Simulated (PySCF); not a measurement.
Computed with PBE-D3(BJ)/def2-TZVP // M06-2X/def2-TZVP (PySCF 2.14.0). Gas-phase values, no solvent. One relaxed conformer stands for a flexible species; it need not be the lowest. Excitations are Tamm–Dancoff values on a coarser integration grid. The basis has no diffuse functions, so Rydberg states are missing or too high.

Reference species (SMILES): `B/C(C)=C/C` (neutral, multiplicity 1).

The HOMO comes out as -6.52 eV and the S1–T1 gap (TDA) is 1.66 eV. The S1 oscillator strength comes out as 0.001.

Changed species: `BC/C=C\C`.

Question: Give the shifts of the HOMO, S1–T1 gap (TDA) and S1 oscillator strength.

Answer: the HOMO increases by 0.57 eV, to -5.95 eV; the S1–T1 gap (TDA) falls by 1.49 eV, to 0.17 eV; the S1 oscillator strength hardly moves.
